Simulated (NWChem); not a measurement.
Species: Si2H6O2; SMILES O[SiH2][SiH2]O

```xyz
10

O      1.0909    -1.5337     0.2668
Si    -0.5450    -1.2093     0.2064
Si    -0.5265     1.1207    -0.1426
O      1.1560     1.2822    -0.1517
H      1.6072    -0.7210     0.1502
H     -1.2295    -1.5949     1.4783
H     -1.2120    -1.9525    -0.9060
H     -1.1399     1.9496     0.9453
H     -1.1185     1.5924    -1.4365
H      1.5373     2.1560    -0.2795
```
Atoms are numbered in this order, from 1.

Level: PBE0/def2-SVP (NWChem), optimised geometry, unscaled harmonic frequencies. 

```json
[
 {"frequency (cm⁻¹)": "33", "IR intensity (km/mol)": "0.0"},
 {"frequency (cm⁻¹)": "166", "IR intensity (km/mol)": "2.3"},
 {"frequency (cm⁻¹)": "221", "IR intensity (km/mol)": "113.5"},
 {"frequency (cm⁻¹)": "292", "IR intensity (km/mol)": "15.1"},
 {"frequency (cm⁻¹)": "388", "IR intensity (km/mol)": "47.4"},
 {"frequency (cm⁻¹)": "433", "IR intensity (km/mol)": "1.4"},
 {"frequency (cm⁻¹)": "445", "IR intensity (km/mol)": "79.6"},
 {"frequency (cm⁻¹)": "605", "IR intensity (km/mol)": "0.0"},
 {"frequency (cm⁻¹)": "709", "IR intensity (km/mol)": "36.0"},
 {"frequency (cm⁻¹)": "733", "IR intensity (km/mol)": "15.4"},
 {"frequency (cm⁻¹)": "765", "IR intensity (km/mol)": "147.4"},
 {"frequency (cm⁻¹)": "807", "IR intensity (km/mol)": "169.7"},
 {"frequency (cm⁻¹)": "825", "IR intensity (km/mol)": "36.7"},
 {"frequency (cm⁻¹)": "872", "IR intensity (km/mol)": "226.6"},
 {"frequency (cm⁻¹)": "937", "IR intensity (km/mol)": "61.4"},
 {"frequency (cm⁻¹)": "968", "IR intensity (km/mol)": "109.8"},
 {"frequency (cm⁻¹)": "978", "IR intensity (km/mol)": "121.2"},
 {"frequency (cm⁻¹)": "1039", "IR intensity (km/mol)": "228.5"},
 {"frequency (cm⁻¹)": "2202", "IR intensity (km/mol)": "77.7"},
 {"frequency (cm⁻¹)": "2203", "IR intensity (km/mol)": "124.8"},
 {"frequency (cm⁻¹)": "2222", "IR intensity (km/mol)": "210.5"},
 {"frequency (cm⁻¹)": "2227", "IR intensity (km/mol)": "99.2"},
 {"frequency (cm⁻¹)": "3790", "IR intensity (km/mol)": "170.2"},
 {"frequency (cm⁻¹)": "3924", "IR intensity (km/mol)": "115.8"}
]
```

```
Item                                                                               Result
-----------------------------------------------------------------------  ----------------
zero-point energy                                                           39.7 kcal/mol
thermal correction to the enthalpy at 298.15 K (with zero-point energy)     44.7 kcal/mol
heat capacity Cv                                                         24.3 cal/(mol K)
entropy at 298.15 K and 1 atm (symmetry number 1)                        82.2 cal/(mol K)
dipole moment                                                                      2.82 D
```

Rigid rotor and harmonic oscillator; modes under 100 cm⁻¹ make the entropy uncertain.
